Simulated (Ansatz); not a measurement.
## Cost against result

Saddle point of Si2H6O2, singlet (Si₂H₆O₂ ([OH][SiH]([OH])[SiH3]) → SiH₂O₂ ([OH][Si][OH]) + SiH₄; bonds formed: Si2–H3; bonds broken: Si1–Si2, Si1–H3), PBE0-D4/def2-TZVP structure:

```
atom    x (Å)    y (Å)    z (Å)
 Si1  -0.6134  -0.1812   0.6623
 Si2   1.4456   0.4937  -0.2515
  H3  -0.0845   0.3654  -0.9583
  O4  -1.8300   0.8994   0.8575
  O5  -1.3383  -1.5701   0.1312
  H6   2.2637   0.9765   0.9051
  H7   1.7378   1.5118  -1.3102
  H8   1.8964  -0.8631  -0.6550
  H9  -2.6390   0.7456   0.3620
 H10  -0.8382  -2.3781   0.2567
```

Barriers are electronic and count from the start structure reached by relaxing down the imaginary mode.

Program: Ansatz 0.2.0. Basis: as named in each row. Cores are frozen in the correlated methods. B3LYP uses VWN-RPA correlation. Extrapolation: Hartree–Fock as exp(−7.88 √X), correlation as X^−2.97.

Times are rough, for one single point on 4 threads of a shared host (Arm Neoverse V1).

The estimate by CCSD(T) at an estimated basis limit (MP2 extrapolated from triple and quadruple zeta, plus CCSD(T) − MP2 in triple zeta) is 226.1 kJ/mol.

| method | basis | time (s) | barrier (kJ/mol) | method less estimate |
| --- | --- | --- | --- | --- |
| HF | STO-3G | under 1 | 399.4 | 173.3 |
| PBE-D4 | STO-3G | under 1 | 287.2 | 61.1 |
| SPW92 | def2-SVP | under 1 | 197.0 | -29.1 |
| B3LYP-D4 | 6-31G | under 1 | 254.7 | 28.6 |
| PBE-D4 | def2-SVP | under 1 | 201.7 | -24.4 |
| PBE0-D4 | def2-SVP | under 1 | 219.0 | -7.1 |
| SPW92 | def2-TZVPP | 1 | 192.1 | -34.1 |
| BLYP-D4 | def2-TZVPP | 2 | 206.4 | -19.7 |
| PBE-D4 | def2-TZVPP | 2 | 197.5 | -28.7 |
| B3LYP-D4 | def2-TZVPP | 2 | 219.6 | -6.5 |
| BHLYP-D4 | def2-TZVPP | 2 | 238.4 | 12.3 |
| PBE0-D4 | def2-TZVPP | 2 | 214.2 | -11.9 |
| CAM-B3LYP-D4 | def2-TZVPP | 2 | 231.1 | 4.9 |
| CCSD(T) | def2-SVP | 3 | 234.5 | 8.4 |
| wB97M-V | def2-SVP | 3 | 221.9 | -4.2 |
| r2SCAN-D4 | def2-TZVPP | 4 | 211.6 | -14.5 |
| r2SCAN0-D4 | def2-TZVPP | 4 | 222.1 | -4.0 |
| B2PLYP | def2-TZVPP | 4 | 227.6 | 1.4 |
| PBE-QIDH | def2-TZVPP | 4 | 229.6 | 3.5 |
| RPA on PBE | def2-TZVPP | 4 | 218.6 | -7.5 |
| wB97X-V | def2-TZVPP | 6 | 232.0 | 5.9 |
| B97M-V | def2-TZVPP | 7 | 204.6 | -21.5 |
| wB97M-V | def2-TZVPP | 7 | 217.6 | -8.5 |
| MP2 | def2-QZVPP | 16 | 232.7 | 6.6 |
| CCSD(T) | def2-TZVPP | 76 | 226.3 | 0.2 |

All methods are single points on the PBE0-D4 structures.

No T1 diagnostic of these runs exceeds 0.015.

Losses and insertions of silylenes and their heavier kin drive the gas-phase chemistry of silicon and germanium vapour deposition.

Labels in which every atom is bracketed show which atoms are joined, not bond orders.
